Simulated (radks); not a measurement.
Values are calculated unless marked as measured or tabulated.
Valence configurations of the argon ion Ar3+ (all share [Ne]). Code: a radial shooting solver on a logarithmic mesh with Libxc functionals. Model: Dirac Kohn-Sham, PBE, spin-unpolarised, spherical densities, finite nucleus; open shells fill j = l - 1/2 first; Fermi nuclear charge, rms radius 3.4274 fm. Energies are relative to 3s2 3p3; eigenvalues in eV.

| valence | E (eV) | e(3p1/2) | e(3p3/2) | e(3s1/2) |
|---|---|---|---|---|
| 3s2 3p3 | 0.000 | -50.075 | -49.826 | -65.552 |
| 3s1.5 3p3.5 | 7.868 | -50.327 | -50.077 | -65.823 |
| 3s1 3p4 | 15.745 | -50.575 | -50.324 | -66.088 |
| 3p5 | 31.527 | -51.060 | -50.807 | - |
| 3s0.5 3p4.5 | 23.632 | -50.819 | -50.568 | -66.350 |

NIST lists [Ne] 3s2 3p3 as the ground configuration; this level of theory agrees among the configurations tried. The energies are those of spherical spin-averaged densities, not of single terms.
